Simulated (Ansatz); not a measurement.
Reaction (ligand exchange at the Al–F bond): `[F][AlH2]` + `C[SiH2]N` → `C[SiH2][NH][AlH2]` + H–F

Gas-phase electronic energies from Ansatz, PBE0-D4/def2-TZVP geometries. CBS: MP2 limit from def2 TZ/QZ plus the TZ coupled-cluster correction, frozen cores. This one scheme is used for every species. DFT in def2-TZVPP. B3LYP here is the variant with VWN-RPA as its local correlation; programs differ in this. Each species was taken in one conformer, which may not be the lowest.

`[F][AlH2]`:

Cartesian coordinates in Å:
```
F 0.909 -0.111 -1.305
Al -0.031 0.004 0.045
H -0.606 1.428 0.397
H -0.272 -1.321 0.863
```

`C[SiH2]N`:

```xyz
10

C     0.738    0.511   -1.073
Si   -0.184    0.378    0.550
N    -0.855   -1.161    0.924
H     1.123    1.525   -1.214
H     0.085    0.278   -1.918
H     1.587   -0.178   -1.103
H    -1.312    1.349    0.529
H     0.756    0.720    1.653
H    -1.673   -1.497    0.442
H    -0.264   -1.924    1.210
```

`C[SiH2][NH][AlH2]`:

Cartesian coordinates in Å:
```
C 1.296 -1.084 1.126
Si 0.273 -0.763 -0.402
N -0.152 0.904 -0.590
Al -1.761 1.665 -0.605
H 1.545 -2.146 1.206
H 2.235 -0.524 1.095
H 0.755 -0.790 2.029
H 1.040 -1.251 -1.586
H -1.009 -1.515 -0.330
H 0.635 1.526 -0.728
H -1.828 3.234 -0.821
H -3.029 0.746 -0.395
```

H–F:

Z-matrix (Å, degrees):
```
F
H 1 0.920
```

(1) Is it downhill or uphill in electronic energy at CCSD(T)/CBS, and by how much? (Estimate.)

(2) What do these levels give: B3LYP-D4, B2PLYP, r2SCAN, MP2/def2-TZVPP, SCS-MP2/def2-TZVPP, HF/CBS(def2)? (Estimate.)

Largest T1 diagnostic among the species: 0.012.

## Answers

(1) Ansatz gave: Uphill: ΔE = +18.4 kcal/mol.

(2) Ansatz gave: B3LYP-D4 19.5, B2PLYP 20.4, r2SCAN 19.7, MP2/def2-TZVPP 18.0, SCS-MP2/def2-TZVPP 18.9, HF/CBS(def2) 22.8 kcal/mol.

The D4 term adds −2.1 kcal/mol with B3LYP and −1.2 kcal/mol with PBE0; it sums over pairs of atoms, weighted by their polarisabilities, and B3LYP, whose exchange is more repulsive, gets the larger term. In def2-TZVPP, CCSD(T) changes the Hartree–Fock value by −4.4 kcal/mol (the triples alone add −0.7 kcal/mol) and MP2 by −4.4 kcal/mol.
